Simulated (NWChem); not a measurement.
System: Si₂H₃F₃; SMILES F[SiH2][SiH](F)F

```xyz
8

Si    -0.0901    -1.3069    -0.5286
F      0.7157    -2.3270     0.4790
Si    -0.0032     0.8578     0.3910
F     -0.9021     1.8112    -0.5888
F      1.5349     1.4048     0.3322
H      0.5668    -1.3264    -1.8793
H     -1.5139    -1.7737    -0.6457
H     -0.4987     1.0290     1.7946
```
Atoms are numbered in this order, from 1.

All runs: NWChem. Pople sets run with spherical d functions. STO-3G and 3-21G are far too small for this property and stand as cheap habits. The geometry was optimised at PBE-D3(BJ)/def2-SVP. Field at 589 nm.

Task: Order these by “isotropic polarisability (bohr³)”, lowest first: B3LYP/aug-cc-pVDZ; B3LYP/STO-3G; B3LYP/def2-SVP.

Result: B3LYP/STO-3G (26.5), B3LYP/def2-SVP (46.0), B3LYP/aug-cc-pVDZ (56.2)
